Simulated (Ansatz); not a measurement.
Calculation: frozen-core CCSD(T)/cc-pVTZ // PBE-D3(BJ)/def2-TZVP (Ansatz, a program for electronic structure).

Ansatz 0.2 input:
```yaml
crystal:
  periodic: [false, false, false]
  atoms:
    - { symbol: O, position_ang: [2.359183, 0.182705, -0.18855] }
    - { symbol: C, position_ang: [1.405433, -0.507004, -0.211123] }
    - { symbol: Ge, position_ang: [-0.588072, 0.038339, 0.06047] }
    - { symbol: H, position_ang: [-1.281321, -0.43153, -1.236458] }
    - { symbol: H, position_ang: [-0.843328, 1.547961, 0.32631] }
    - { symbol: H, position_ang: [-1.051894, -0.830471, 1.249348] }
basis:
  gaussian: { orbitals: cc-pVTZ }
correlation:
  method: ccsd_t
magnetization:
  spin_polarized: true
  initial_magnetization: 1
```

Output:

```
Functional definition: HF
873 factors; integrals over basis functions are off by at most 9.7e-4 eV
mean field evaluation 1: about -59587.0032 eV, gradient 2.1e1 eV
mean field evaluation 2: about -59587.0075 eV, gradient 2.1e1 eV
mean field evaluation 4: about -59589.2354 eV, gradient 2.7e0 eV
mean field evaluation 8: about -59589.3319 eV, gradient 2.1e-1 eV
mean field evaluation 16: about -59588.1760 eV, gradient 1.8e1 eV
mean field evaluation 32: about -59587.6680 eV, gradient 2.3e-1 eV
mean field evaluation 64: about -59587.6558 eV, gradient 2.6e-1 eV
mean field -59589.33358332 eV, -2189.8676180859 hartree, gradient 1.3e-6 eV, S^2 0.769521; 1 other end points of the search recorded, 0 dependent functions left out
determinant -59589.33358332 eV, -2189.8676180859 hartree, with singles and doubles -59605.49054269 eV, -2190.4613753913 hartree
determinant -59587.68547918 eV, -2189.8070513761 hartree, with singles and doubles -59603.80573034 eV, -2190.3994596793 hartree
11 core orbitals not correlated
reference -59589.33358332 eV, -2189.8676180859 hartree; 14, 13 occupied and 120, 121 virtual orbitals, 873 factors
second order -15.40174370 eV of doubles, -0.00000000 eV of singles
cycle   1  -15.97544829 eV  change    -1.3e0 eV  update   2.6e-2
cycle   2  -16.01948136 eV  change   -4.4e-2 eV  update   6.5e-3
cycle   3  -16.01545239 eV  change    4.0e-3 eV  update   3.2e-3
cycle   4  -16.01954431 eV  change   -4.1e-3 eV  update   1.4e-3
cycle   5  -16.01991340 eV  change   -3.7e-4 eV  update   8.0e-4
cycle   6  -16.01977410 eV  change    1.4e-4 eV  update   3.5e-4
cycle   7  -16.02003669 eV  change   -2.6e-4 eV  update   1.6e-4
cycle   8  -16.02002744 eV  change    9.2e-6 eV  update   4.4e-5
cycle   9  -16.01999740 eV  change    3.0e-5 eV  update   1.9e-5
perturbative correction -0.73325135 eV, -0.0269464899 hartree
Total energy: -59606.08683206 eV, -2190.4832886215 hartree
```

Cost: roughly 70 core-seconds.
